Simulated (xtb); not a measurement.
H₁₂Si₅, charge +1, doublet, at a GFN2-xTB geometry (a state made from the parent by changing its charge; the spin is typed, not shown lowest).

Here is a job for xtb.
```
$ xtb mol.xyz --gfn 2 --chrg 1 --uhf 1 --etemp 3000 --json

# file mol.xyz
17

Si    -0.25310907    -2.10767374    -1.16153954
Si    -0.00493928     0.00604900    -0.00649941
Si    -0.37198370     2.10080515    -1.15812306
Si    -1.70641778    -0.05581147     1.71192735
Si     2.33502040     0.05813586     0.61132287
H     -1.61992800    -2.10188582    -1.67691024
H     -0.01411831    -3.24864787    -0.28647268
H      0.70579989    -2.06426398    -2.26262025
H     -0.17709254     3.25390838    -0.28784835
H     -1.74309288     2.03186722    -1.65786410
H      0.57339102     2.10400946    -2.27198950
H     -3.05772283    -0.04371138     1.16609495
H     -1.44627122    -1.27496059     2.47362373
H     -1.44995516     1.12167623     2.53780823
H      2.53239503    -1.12441119     1.44608538
H      3.22171230     0.05213011    -0.54527641
H      2.49489495     1.27322203     1.40613391
```

Problem. Estimate the partial charges in atom order that xtb with GFN2-xTB returns for this input.

Solution. Si1 0.40, Si2 0.22, Si3 0.40, Si4 0.40, Si5 0.40, H6 -0.07, H7 -0.06, H8 -0.07, H9 -0.06, H10 -0.07, H11 -0.07, H12 -0.06, H13 -0.07, H14 -0.07, H15 -0.07, H16 -0.05, H17 -0.07

Problem. What total energy (a free energy at this electronic temperature) does GFN2-xTB give?

Solution. -14.295779 Ha
